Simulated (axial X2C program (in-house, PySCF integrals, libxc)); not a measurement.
**Spin–orbit effects along a row: molecules with C, PBE0**

All values come from calculations with an axial X2C code built on PySCF integrals, spin-free (one-electron X2C) or two-component (2c: spin–orbit coupling with atomic mean-field Coulomb and Gaunt terms, which also bring small scalar terms), in Dyall basis sets with cores contracted in-house; open shells are unrestricted.

Basis sets: As dyall-cv3z, C dyall-v3z, Co dyall-cv3z, Cu dyall-cv3z, Fe dyall-cv3z, Ga dyall-cv3z, Ge dyall-cv3z, K dyall-cv3z, Mn dyall-cv3z, Ni dyall-cv3z, Sc dyall-cv3z, Se dyall-cv3z, Ti dyall-cv3z.

```
molecule   spin-free state  Re (Å)  ωe (cm⁻¹)  De (eV)  2c state  Re 2c (Å)  ωe 2c (cm⁻¹)  De 2c (eV)
      KC  M_S = 3/2, Λ = 0   2.515      358.0     2.23   Ω = 3/2      2.515         358.0        2.23
     ScC  M_S = 3/2, Λ = 1   1.859      803.3     3.28   Ω = 5/2      1.859         803.3        3.29
     TiC    M_S = 1, Λ = 0   1.642     1027.6     4.04     Ω = 1      1.642        1027.3         n/a
     MnC  M_S = 3/2, Λ = 0   1.754      532.0     3.20   Ω = 3/2      1.754         531.5        3.20
     FeC    M_S = 1, Λ = 2   1.667      536.7     3.25     Ω = 3      1.666         535.7         n/a
     CoC  M_S = 1/2, Λ = 2   1.674      686.6     3.25   Ω = 5/2      1.675         686.1         n/a
     NiC    M_S = 0, Λ = 0   1.583      986.0     3.14     Ω = 0      1.583         984.3         n/a
     CuC  M_S = 3/2, Λ = 0   1.780      626.1     2.38   Ω = 3/2      1.781         625.4        2.38
     GaC  M_S = 3/2, Λ = 0   1.994      542.6     3.29   Ω = 3/2      1.995         542.2         n/a
     GeC    M_S = 1, Λ = 1   1.791      818.0     3.78     Ω = 2      1.792         812.2         n/a
     AsC  M_S = 1/2, Λ = 0   1.660     1066.2     4.35   Ω = 1/2      1.661        1065.0        4.34
     CSe    M_S = 0, Λ = 0   1.667     1080.2     6.05     Ω = 0      1.667        1078.7        5.99
```

Problem. Work out the shifts from the spin-free to the two-component result.

Solution. 

```
molecule  2c state  ΔRe (Å)  Δωe (cm⁻¹)  ΔDe (eV)
      KC   Ω = 3/2    0.000         0.0      0.00
     ScC   Ω = 5/2    0.000         0.0      0.01
     TiC     Ω = 1    0.000        -0.3       n/a
     MnC   Ω = 3/2    0.000        -0.5      0.00
     FeC     Ω = 3   -0.001        -1.0       n/a
     CoC   Ω = 5/2    0.001        -0.5       n/a
     NiC     Ω = 0    0.000        -1.7       n/a
     CuC   Ω = 3/2    0.001        -0.7      0.00
     GaC   Ω = 3/2    0.001        -0.4       n/a
     GeC     Ω = 2    0.001        -5.8       n/a
     AsC   Ω = 1/2    0.001        -1.2     -0.01
     CSe     Ω = 0    0.000        -1.5     -0.06
```

Shifts of one unit in the last digit are rounding.

Each entry is the lowest single determinant of a limited PBE0 search at one distance. De goes to single-determinant-based atoms at the same level (for ions the charge split of lowest energy) and is withheld (n/a) where an atom does not fit its ground term or J level. Main or longest-lived isotopes. One determinant is a doubtful description, or other states lie close, for KC, ScC, TiC, MnC, FeC, CoC, NiC, CuC, GaC, GeC, AsC; these need not be ground states, and all values refer to the states named. Some open-shell Ω = 0 determinants are out of reach, so the Ω given for TiC, GeC need not be the lowest component. With several unpaired electrons the Ω given is that of one determinant, not necessarily of the lowest component. Some light 2c atoms are not at their ground J level, so De misses part of their lowering (0.04 eV or less). The functionals have no current term, which raises determinants with orbital currents.
